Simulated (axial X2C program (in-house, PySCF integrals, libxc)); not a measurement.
## Testing model relations on LiMo⁺

A bond curve at the CCSD(T) level, two-component, was computed with an in-house all-electron X2C program for linear molecules (integrals from PySCF) (basis Mo dyall-cv3z [11s12p9d5f3g], Li dyall-cv3z [7s8p2d] (cores contracted in-house)) for the state Ω = 3 (⟨Sz⟩ = 3.00, ⟨Lz⟩ = 0.00 at HF). Its fit gives Re = 2.9563 Å, ωe = 232.0 cm⁻¹, ωexe = 1.64 cm⁻¹ and αe = 3.298e-03 cm⁻¹; the masses are 97.9054 and 7.0160 u. Two-component means X2C with spin–orbit coupling and atomic mean-field Coulomb and Gaunt terms.

Correlated methods: 14 electrons correlated (number of frozen shells: Mo 3 s, 2 p, 1 d; Li 1 s), 268 virtual spin orbitals or spinors in MP2, 90 natural virtuals in coupled cluster.

Problem. Find the reduced mass, Be and the force constant.

Solution. From the CCSD(T) values: μ = 6.5468 u. Be = 16.8576/(μ Re²) = 0.2946 cm⁻¹. k = 5.8918×10⁻⁷ μ ωe² = 0.208 mdyn/Å.

Problem. Estimate the centrifugal constant by the Kratzer relation.

Solution. D = 4Be³/ωe² = 1.90e-06 cm⁻¹.

Problem. Estimate De from a Morse curve and compare with the computed well depth of 0.815 eV to Mo + Li+.

Solution. De(Morse) = ωe²/(4ωexe) = 1.017 eV against 0.815 eV computed, a ratio of 1.25. The extrapolation overshoots: the well softens faster than a Morse curve, or the lowest atomic limit lies below the one to which the curve heads.

Problem. A Morse curve ties αe to the other constants (Pekeris). How well does that hold?

Solution. αe(Morse) = 6Be²/ωe × (√(ωexe/Be) − 1) = 3.052e-03 cm⁻¹; the CCSD(T) curve gives 3.298e-03 cm⁻¹, a ratio of 0.93.

Problem. Where do the fundamental and the first overtone lie?

Solution. ν(1←0) = ωe − 2ωexe = 228.7 cm⁻¹; ν(2←0) = 2ωe − 6ωexe = 454.2 cm⁻¹.

Occupations by symmetry block were frozen at the best pattern of an incomplete PBE0 search. Dissociation energies refer to the lowest single-determinant-based atoms at the same level and basis. Coupled cluster ran in a truncated set of natural virtual spinors; the MP2 energy of the rest was added. (T) has no such correction and the atoms are truncated less, which lowers De at CCSD(T) by a hundredth of an eV or more. With several unpaired electrons one determinant need not be a pure state. Open-shell Ω = 0 determinants with evenly filled partner blocks cannot be reached by this program, so the Ω shown need not be the lowest component.
